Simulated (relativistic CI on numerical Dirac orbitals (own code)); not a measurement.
Co³⁺: 3p photoemission

Computed with this model: Dirac-Coulomb-Breit CI, separate exchange-only KLI orbitals for each configuration, model QED (radiative potential, 1s self-energy scaled to tabulated hydrogen-like ionisation energies), multiplet model of photoemission in the sudden approximation, unscaled Slater integrals; configurations [Ar] 3d6 → [Ne] 3s2 3p5 3d6; 80 K; Lorentzian 0.8 eV and Gaussian 0.6 eV FWHM. Energies are those of the free ion, without screening or charge transfer. The energies are binding energies and can lie tens of eV above those of solids. S is read from ⟨S²⟩ = S(S + 1).

Field parameters in Wybourne normalisation: D4h B²₀ = −7Ds, B⁴₀ = 21(Dq − Dt), B⁴₄ = 21√(5/14) Dq; Oh B⁴₀ = 21Dq, B⁴₄ = √(5/14) B⁴₀; Td as Oh with Dq negative (B⁴₀ = 21Dq, B⁴₄ = √(5/14) B⁴₀). The field is a parameter set, without covalency.

Computed curve for Td, 10Dq = -14200 cm⁻¹, scaled to 100 at the maximum (points under 2 are left out and the grid is thinned):

(Energy (eV), Intensity): (104.3, 2.0), (104.8, 2.6), (105.4, 3.6), (105.9, 5.0), (106.4, 7.5), (107.0, 14.9), (107.5, 34.7), (108.0, 79.9), (108.6, 99.7), (109.1, 92.0), (109.6, 72.3), (110.2, 45.7), (110.7, 40.6), (111.2, 34.1), (111.8, 24.5), (112.3, 21.0), (112.8, 19.3), (113.3, 15.4), (113.9, 10.4), (114.4, 8.6), (114.9, 8.0), (115.5, 7.7), (116.0, 10.4), (116.5, 19.7), (117.1, 30.2), (117.6, 21.3), (118.1, 9.2), (118.7, 4.4), (119.2, 3.0), (119.7, 2.2), (121.3, 2.6), (121.8, 4.1), (122.3, 5.4), (122.9, 4.0), (123.4, 2.6), (123.9, 2.0), (124.5, 2.4), (125.0, 2.6), (127.0, 2.0), (127.6, 3.6), (128.1, 3.3), (128.6, 2.3), (129.2, 2.5), (129.7, 3.9), (130.2, 8.6), (130.7, 18.4), (131.3, 20.3), (131.8, 13.1), (132.3, 6.9), (132.9, 5.6), (133.4, 8.2), (133.9, 17.1), (134.5, 37.8), (135.0, 39.2), (135.5, 21.7), (136.1, 16.0), (136.6, 16.6), (137.1, 9.6), (137.7, 3.7), (138.2, 2.2)

The ground state has S = 2.00, and the centroid lies at 116.82 eV.
